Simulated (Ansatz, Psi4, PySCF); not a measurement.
C6H14B, doublet, geometry from GFN2-xTB. Base run: PySCF with CCSD(T)/STO-3G.

PySCF was given this input:
```python
from pyscf import gto, scf, cc

mol = gto.M(
    atom='''
C    -0.81571304    1.49644311    0.49606975
C    -1.12370946    1.19925143   -0.87889224
B     0.01647518    0.17386727   -0.17679816
C    -0.40761165   -1.29009994    0.31421437
C    -1.89625439   -1.64115957    0.27361715
C     1.53991635    0.43359044   -0.60280714
C     2.57255751   -0.06594262    0.41533499
H    -0.18869520    2.34297524    0.72671335
H    -1.52628180    1.23578382    1.26398046
H    -0.72690411    1.83987995   -1.65112825
H    -2.07066148    0.74139282   -1.11428056
H     0.13287451   -2.04684031   -0.26230496
H    -0.06467319   -1.42339307    1.34681979
H    -2.26508282   -1.63211672   -0.75005955
H    -2.06893838   -2.63598655    0.68182680
H    -2.48365403   -0.93469187    0.85640922
H     1.74918646   -0.07210133   -1.55179763
H     1.72785621    1.49541898   -0.78299625
H     3.58630885    0.14011116    0.07582495
H     2.42691532    0.42566764    1.37473219
H     2.47426198   -1.13793348    0.56502969
''',
    basis='sto-3g',
    spin=1,
    verbose=3,
)

mf = scf.UHF(mol)
mf.kernel()

mycc = cc.CCSD(mf)
mycc.kernel()
et = mycc.ccsd_t()
print('E(CCSD(T)) = %.10f' % (mycc.e_tot + et))
```

The same geometry, method and basis name were run in Ansatz (an electronic-structure program) and Psi4 and PySCF, at each program's defaults and at the settings that a row names. The base is PySCF at its defaults. Differences at the defaults can come from grids, fitting, cores and function types together.

```
code and settings                                                                 ΔE vs base (µEh)  basis functions      E (Eh)  SCF cycles
--------------------------------------------------------------------------------  ----------------  ---------------  ----------  ----------
PySCF, defaults (exact integrals, spherical functions, all electrons correlated)               0.0               49  -257.37355          13
Psi4, defaults (exact integrals, spherical functions, all electrons correlated)                0.0               49  -257.37355          15
Ansatz, defaults (factorised integrals, spherical functions, frozen core)                     3416               49  -257.37014           -
PySCF, frozen core                                                                            3362               49  -257.37019          13
Psi4, exact integrals, spherical functions, frozen core                                       3362               49  -257.37019          15
Ansatz, high accuracy, frozen core                                                            3362               49  -257.37019           -
```

Open shells are given as the SCF converged; they aren't shown to be the lowest states, and a large step between rows can be another state.
